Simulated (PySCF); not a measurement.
CH12GeSi3.
SMILES: `[SiH3]C[Si@@H]([SiH3])[GeH3]`

Computed with PySCF at B3LYP/def2-SVPD, non-relativistic, on one gas-phase PBE0-D3(BJ)/def2-SVP geometry that isn't relaxed in the solvent. The solvent is an IEF-PCM continuum (cavity from Bondi-type radii × 1.2), and excitations are vertical TDDFT with non-equilibrium linear response and a frozen core. Specific hydrogen bonds and non-electrostatic terms are outside this model. Spin–orbit coupling is left out although an atom past zinc is present.

Gas-phase singlets (H = HOMO, L = LUMO):

```csv
state,E (eV),λ (nm),f,leading configurations
S1,6.195,200,0.024,"H→L 86%, H→L+1 11%"
S2,6.517,190,0.196,"H→L+1 84%, H→L 9%"
S3,6.787,183,0.029,"H→L+2 77%, H-1→L 12%"
S4,6.812,182,0.009,"H-1→L 81%, H→L+2 9%"
S5,6.930,179,0.009,"H→L+3 72%, H→L+4 8%"
```

**Question.** Give the list for acetone (ε = 20.49), n² = 1.85.

**Answer.** 
```csv
state,E (eV),λ (nm),f,leading configurations,change by rank (eV)
S1,6.222,199,0.070,"H→L 81%, H→L+1 15%",+0.027
S2,6.453,192,0.295,"H→L+1 82%, H→L 15%",-0.064
S3,6.768,183,0.055,H→L+2 87%,-0.019
S4,6.817,182,0.009,H-1→L 91%,+0.005
S5,6.914,179,0.014,"H→L+3 56%, H→L+4 22%",-0.016
```

**Question.** How do the frontier levels move from gas to acetone?

**Answer.** 
```
orbital  gas (eV)  solvent (eV)  change (eV)
 LUMO+2      0.03          0.18        +0.15
 LUMO+1     -0.31         -0.16        +0.15
   LUMO     -0.51         -0.33        +0.18
   HOMO     -7.56         -7.40        +0.16
 HOMO-1     -8.19         -8.01        +0.18
 HOMO-2     -8.61         -8.40        +0.21
 HOMO-3     -9.18         -9.04        +0.14
```

The HOMO–LUMO gap goes from 7.05 to 7.08 eV.

Conformer computed: `[SiH3:1][CH2:2][Si@@H:3]([SiH3:4])[GeH3:5]`: Si1–C2–Si3–Si4 -58°.
